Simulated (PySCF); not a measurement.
SCF from a fresh guess for singlet Ag₃S⁺, at the PBE0 minimum. PySCF input:

```python
from pyscf import gto, scf, dft
mol = gto.M(atom='''
S     -0.000000     0.000000    -1.040653
Ag     2.081695     0.000006     0.113502
Ag    -1.040853     1.802798     0.113502
Ag    -1.040842    -1.802804     0.113502''',
    basis={'S': 'def2-SVP', 'Ag': 'def2-SVP'},
    ecp={'Ag': 'def2-SVP'},
    charge=1, spin=0)
mf = dft.RKS(mol, xc='PBE0')
mf.grids.atom_grid = (50, 194)
aux = {'S': 'def2-universal-JKFIT', 'Ag': 'def2-universal-JKFIT'}
mf = mf.density_fit(auxbasis=aux)
mf.conv_tol = 1e-08
mf.diis_space = 10
mf.max_cycle = 60
mf.init_guess = 'huckel'
mf.verbose = 4
mf.kernel()
```

Excerpt of the output (cycles and frontier levels):

```
init E= -838.410596397263
  HOMO = -0.314742156349539  LUMO = -0.227327784853157  gap/eV = 2.37867
cycle= 1 E= -837.911359247221  delta_E= 0.499  |g|= 1.37  |ddm|= 3.19
  HOMO = -0.523887739038454  LUMO = -0.363928643325603  gap/eV = 4.35271
cycle= 2 E= -837.221302187164  delta_E= 0.69  |g|= 2.21  |ddm|=  4.2
  HOMO = -0.478898179854727  LUMO = -0.287851298318402  gap/eV = 5.19865
cycle= 3 E= -838.545915442202  delta_E= -1.32  |g|= 0.498  |ddm|= 2.31
  HOMO = -0.412433740325658  LUMO = -0.251631831790767  gap/eV = 4.37564
cycle= 4 E= -838.620850421509  delta_E= -0.0749  |g|= 0.193  |ddm|= 0.643
  HOMO = -0.417927916206258  LUMO = -0.255240040714145  gap/eV = 4.42696
cycle= 5 E= -838.629768220298  delta_E= -0.00892  |g|= 0.0299  |ddm|= 0.208
  HOMO = -0.414828763749112  LUMO = -0.252511403806099  gap/eV = 4.41688
cycle= 6 E= -838.630072713401  delta_E= -0.000304  |g|= 0.00501  |ddm|= 0.0467
  HOMO = -0.415309044466878  LUMO = -0.252768382154552  gap/eV = 4.42296
cycle= 7 E= -838.630077091289  delta_E= -4.38e-06  |g|= 0.00113  |ddm|= 0.00528
  HOMO = -0.415331227617044  LUMO = -0.252767913730303  gap/eV = 4.42357
cycle= 8 E= -838.630077334086  delta_E= -2.43e-07  |g|= 0.000237  |ddm|= 0.00115
  HOMO = -0.41534593268164  LUMO = -0.252775163612043  gap/eV = 4.42378
cycle= 9 E= -838.630077347405  delta_E= -1.33e-08  |g|= 8.77e-05  |ddm|= 0.00025
  HOMO = -0.415357241412064  LUMO = -0.252777873999466  gap/eV = 4.42401
cycle= 10 E= -838.630077350629  delta_E= -3.22e-09  |g|= 8.36e-06  |ddm|= 0.000151
  HOMO = -0.415355468903198  LUMO = -0.25277708782067  gap/eV = 4.42398
Extra cycle  E= -838.630077350596  delta_E= 3.23e-11  |g|= 1.43e-05  |ddm|= 3.87e-05
converged SCF energy = -838.630077350596
```

No lower solution of this spin was found by a stability analysis within the restricted form, which does not test spin polarisation.

Stability towards spin polarisation was not tested.

The search for the lowest solution, with the stability check, took 13 s on 2 threads of a shared Arm Neoverse N1 host, with 111 basis functions; the process peaked at 0.4 GiB.
